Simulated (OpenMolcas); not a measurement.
An atom or ion with 33 electrons was computed by XMS-CASPT2, IPEA 0.25 Eh, imaginary shift 0.1 Eh with spin-orbit coupling (OpenMolcas, ANO-RCC-VTZP, DKH2). The lowest levels that the run gave, each within 12 % of the measured value where one is at hand:

| J | Parity | E (cm⁻¹) | g |
| --- | --- | --- | --- |
| 3/2 | odd | 0.0 | 2.000 |
| 3/2 | odd | 11610 | 0.815 |
| 5/2 | odd | 11870 | 1.200 |
| 1/2 | odd | 19130 | 0.666 |
| 3/2 | odd | 19420 | 1.321 |

**Question.** Which ion is it, and what are the configurations and terms?

**Answer.** As I (Z = 33, neutral; active space 5 electrons in 8 orbitals (4s 4p 5s 5p)). J, parity and g give the terms where levels are pure, and mixed ones are named by the computed weights; the size of the splittings, set against known spectra of the 33-electron sequence, gives the charge. In order, with the measured energies in cm⁻¹ (NIST Handbook of Basic Atomic Spectroscopic Data): 4s² 4p³ ⁴S°_3/2, 4s² 4p³ ²D°_3/2 (10593), 4s² 4p³ ²D°_5/2 (10915), 4s² 4p³ ²P°_1/2 (18186), 4s² 4p³ ²P°_3/2 (18648).

Term energies are means over components that CASPT2 splits; among the terms shown or strongly mixed into the levels shown the widest spread is 420 cm-1 (4s² 4p³ ²D°). Over all roots computed the reference weight is 0.87 to 0.96; the roots of lowest weight are the least certain, and an intruder state may touch them. Active for correlation alone: 5p 5s; no level in the range computed is led by a configuration that fills them, so any true level of that kind is missing. Computed and measured levels are paired by configuration, term and J; levels that our copy of the source lacks, or whose pairing is in doubt (as where it misses far off the trend of its configuration), stay unpaired and out of the deviations. Levels of configurations outside the active space are missing.

° marks odd parity.
